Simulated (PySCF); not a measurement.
SMILES OB(O)[SiH2][SiH2]B, GFN2-xTB optimised geometry. Atoms within 1.6 Å of the plane z = 1.5 Å (x, y, z in Å): Si2 (1.44, -0.39, 0.00), Si3 (-0.91, -0.39, 0.00), B4 (-1.70, 1.41, 0.00), O5 (-2.12, 2.11, 1.10), H7 (2.11, -2.94, 0.73), H9 (1.86, 0.30, 1.24), H12 (-1.34, -1.17, 1.19), H13 (-2.07, 1.67, 1.95).

Level of theory: B3LYP/def2-TZVP (PySCF).

Map of the log10 of the electron density (e/bohr³), floored at −4 on the plane z = 1.5 Å:

```
|                               |
|                               |
|                               |
|      ..::..                   |
|     .:----::.                 |
|    .:-=++==-:.                |
|   .:-+****+=-.                |
|   .-=*#%%#*+-:.               |
|   :-+*%@@%#+=:.               |
|   :-+*%@@@#+=-.  ......       |
|   :-=*%@@%#+=-:..::--::.      |
|   .:=+*###*+--:::-====-:.     |
|    :-=+**++=--:--=++++=-:     |
|    .:-=======---=+*##*+-:.    |
|     .:--=========+#%%*+=:.    |
|     ..:-=++++===+**##*+=:.    |
|      .-=++**++==++****+-:.    |
|      :-=+*#**+===+++++=-:.    |
|      :-=*###*+========--:.    |
|      :-=*###*+=---====-:.     |
|      .-=+***+=-----===-:.     |
|      .:-=+++=--::-=====-:.    |
|       .:--=--::::-==++=-:.    |
|        .:::::...:-=+++==:.    |
|          ...   .:-=+++==:.    |
|                 .-==++=-:.    |
|                 .:-===--.     |
|                  .::--::.     |
|                   ......      |
|                               |
|                               |
```
Scale: ten equal steps from -4.00 (start of ' ') to -0.202 (end of '@'), in the order ' .:-=+*#%@'; x runs from -5.00 to 5.00, y from -5.00 (bottom) to 5.00 (top).
